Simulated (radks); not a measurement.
Results of a calculation; reference values are marked as such.
Problem. Dy2+, configuration [Xe] 4f9 6d1 (not the ground configuration). Level of theory: Dirac Kohn-Sham, BLYP, spin-unpolarised, spherical densities, finite nucleus; open shells fill j = l - 1/2 first; Fermi nuclear charge, rms radius 5.2218 fm (a radial shooting solver on a logarithmic mesh with Libxc functionals). Some entries of the table are withheld. Estimate them.

orbital  occ.  eigenvalue (eV)  <r^2> (bohr^2)  r(max) (bohr)
1s1/2       2        -53622.78       0.0006095        0.01337
2s1/2       2        -8947.136        0.009461        0.07621
2p1/2       2        -8511.747        0.006845        0.05739
2p3/2       4        -7711.304        0.008072        0.06342
3s1/2       2        -2012.452         0.06278         0.2157
3p1/2       2        -1822.287         0.05828         0.2031
3p3/2       4        -1656.106         0.06523         0.2157
3d3/2       4        -1328.768         0.05172         0.1708
3d5/2       6        -1292.481         0.05365         0.1744
4s1/2       2        -419.3973          0.3166         0.4943
4p1/2       2        -344.3349          0.3318         0.4974
4p3/2       4        -307.0499          0.3700         0.5243
4d3/2       4        -183.3098          0.4204         0.5291
4d5/2       6        -176.5385          0.4355         0.5379
5s1/2       2         -72.3592           1.831          1.147
5p1/2       2         -51.4816           2.288          1.246
5p3/2       4         -46.3380           2.594          1.324
4f5/2       6         -29.2300          0.8380         0.5317
4f7/2       3         -28.2864          0.8656         0.5367
6d3/2       1              (1)           34.96            (2)
6d5/2       0              (3)           35.58            (4)

Solution. 
(1) 6d3/2 eigenvalue (eV): -7.8948
(2) 6d3/2 r(max) (bohr): 5.226
(3) 6d5/2 eigenvalue (eV): -7.8151
(4) 6d5/2 r(max) (bohr): 5.280
